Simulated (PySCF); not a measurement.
(1E)-1-fluorobuta-1,3-diene (C4H5F), SMILES C=C/C=C/F.

Coordinates come from a r2SCAN-D4/def2-SVP optimisation. The values are those of a single conformer.

The numbers are results of TDA-PBE0/def2-SVPD run with PySCF, not measurements.

Vertical excitations. The molecule is in vacuum. State labels are in the subgroup Cs.

Problem. List the lowest excited states. (The exact figures need the calculation; the answer reports its results.)

Solution. 
```csv
state,symmetry,energy (eV),λ (nm),f,main pairs
S1,A',6.33,196,1.028,HOMO→LUMO 92 %
S2,A",6.60,188,0.000,HOMO→LUMO+1 98 %
S3,A",6.77,183,0.010,HOMO→LUMO+2 97 %
S4,A',6.90,180,0.001,"HOMO→LUMO+3 72 %, HOMO−1→LUMO 27 %"
S5,A",7.13,174,0.019,HOMO→LUMO+4 98 %
S6,A",7.64,162,0.006,"HOMO→LUMO+5 51 %, HOMO−2→LUMO 46 %"
S7,A",7.66,162,0.003,"HOMO−2→LUMO 52 %, HOMO→LUMO+5 45 %"
S8,A",8.03,154,0.000,HOMO−3→LUMO 96 %
S9,A",8.34,149,0.001,HOMO→LUMO+6 94 %
S10,A',8.45,147,0.002,"HOMO−1→LUMO 64 %, HOMO→LUMO+3 23 %"
T1,A',3.05,407,0,HOMO→LUMO 96 %
T2,A',5.03,247,0,"HOMO→LUMO+3 51 %, HOMO−1→LUMO 46 %"
T3,A",6.50,191,0,HOMO→LUMO+1 96 %
T4,A",6.65,186,0,HOMO→LUMO+2 95 %
```
Triplets are in the Tamm–Dancoff approximation.
